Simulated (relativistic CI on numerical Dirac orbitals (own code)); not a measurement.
## Charge states of ruthenium

Calculated at this level of theory: Dirac-Coulomb-Breit CI, orbitals from a KLI potential per configuration, model QED (radiative potential, 1s self-energy scaled to tabulated hydrogen-like ionisation energies), valence Slater integrals scaled by 0.9 (own radial code, finite nucleus).

Each species is treated in one configuration, given outside its closed core. Radial values are for the open shell of highest l, unscaled and averaged over j; ζ includes the Breit term. Labels give the leading LS character, summed over repeated terms.

```csv
Ion,Configuration,Its lowest level,LS weight (%),⟨r⟩ (bohr),⟨r²⟩ (bohr²),F² (cm⁻¹),F⁴ (cm⁻¹),g_J,g√(J(J+1))
Ru,4d7 5s,5F_5,99,1.696,3.599,57660,37080,1.399,7.66
Ru+,4d7,4F_9/2,99,1.63,3.229,60290,38960,1.331,6.62
Ru2+,4d6,5D_4,99,1.521,2.752,65420,42660,1.498,6.70
Ru3+,4d5,6S_5/2,99,1.439,2.429,69850,45880,1.999,5.91
Ru4+,4d4,5D_0,97,1.372,2.189,73770,48760,,0.00
Ru5+,4d3,4F_3/2,98,1.316,2.001,77320,51370,0.405,0.79
Ru6+,4d2,3F_2,98,1.268,1.848,80570,53770,0.674,1.65
Ru7+,4d,2D_3/2,100,1.225,1.719,,,0.799,1.55
Ru8+,3d10 4s2 4p6,1S_0,100,,,,,,0.00
Ru9+,3d10 4s2 4p5,2P°_3/2,100,1.017,1.167,,,1.333,2.58
Ru10+,3d10 4s2 4p4,?,?,?,?,?,?,?,?
Ru11+,3d10 4s2 4p3,4S°_3/2,78,0.9826,1.089,106500,,1.821,3.53
Ru12+,3d10 4s2 4p2,3P_0,88,0.9667,1.053,108100,,,0.00
Ru13+,3d10 4s2 4p,2P°_1/2,100,0.9516,1.021,,,0.665,0.58
Ru14+,3d10 4s2,1S_0,100,,,,,,0.00
Ru15+,3d10 4s,2S_1/2,100,0.8831,0.8745,,,2.001,1.73
Ru16+,3d10,1S_0,100,,,,,,0.00
Ru17+,3d9,2D_5/2,100,0.3664,0.1587,,,1.198,3.54
Ru18+,3d8,3F_4,97,0.3601,0.1528,277800,177800,1.241,5.55
Ru19+,3d7,4F_9/2,89,0.354,0.1473,283400,181600,1.305,6.49
Ru20+,3d6,5D_4,87,0.3482,0.1422,288900,185400,1.462,6.54
Ru21+,3d5,6S_5/2,90,0.3426,0.1374,294400,189100,1.955,5.78
Ru22+,3d4,5D_0,70,0.3373,0.1329,299800,192800,,0.00
Ru23+,3d3,4F_3/2,86,0.3321,0.1286,305200,196500,0.464,0.90
```

**Question.** Fill in the row of Ru10+.

**Answer.** Its lowest level 3P_2; LS weight (%) 86; ⟨r⟩ (bohr) 0.9992; ⟨r²⟩ (bohr²) 1.126; F² (cm⁻¹) 104800; g_J 1.431; g√(J(J+1)) 3.50.
